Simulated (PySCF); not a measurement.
SnHFBr2, SMILES [F][SnH]([Br])[Br].

Coordinates come from a r2SCAN-D4/def2-SVP optimisation. The structure was generated by enumeration; whether it is a known compound was not checked. The def2 effective core potentials stand for the cores of Sn; spin–orbit coupling is left out.

The numbers are results of TDA-PBE/def2-SVPD run with PySCF, not measurements.

Vertical excitations.  State labels are in the subgroup Cs.

```
state  symmetry  energy (eV)  λ (nm)      f                                                                 main pairs
-----  --------  -----------  ------  -----  -------------------------------------------------------------------------
S1           A"         4.18     296  0.010                                           HOMO→LUMO 79 %, HOMO−1→LUMO 20 %
S2           A"         4.28     289  0.014                                           HOMO−1→LUMO 79 %, HOMO→LUMO 19 %
S3           A'         4.40     282  0.016                                                           HOMO−2→LUMO 97 %
S4           A'         4.50     275  0.011                                                           HOMO−3→LUMO 98 %
S5           A"         5.66     219  0.046                                                           HOMO−5→LUMO 78 %
S6           A'         5.69     218  0.031                                                           HOMO−4→LUMO 85 %
S7           A"         5.96     208  0.005                                       HOMO→LUMO+1 70 %, HOMO−1→LUMO+1 27 %
S8           A'         6.12     203  0.000                                       HOMO−2→LUMO+1 74 %, HOMO→LUMO+2 22 %
S9           A"         6.15     202  0.016  HOMO−1→LUMO+1 57 %, HOMO→LUMO+1 15 %, HOMO−2→LUMO+2 14 %, HOMO−6→LUMO 9 %
S10          A'         6.18     200  0.014                   HOMO→LUMO+2 69 %, HOMO−2→LUMO+1 15 %, HOMO−3→LUMO+1 13 %
T1           A"         3.82     325      0                                                             HOMO→LUMO 99 %
T2           A"         3.95     314      0                                                           HOMO−1→LUMO 99 %
T3           A'         3.96     313      0                                                           HOMO−2→LUMO 99 %
T4           A'         4.15     298      0                                                           HOMO−3→LUMO 99 %
```
Triplets are in the Tamm–Dancoff approximation.
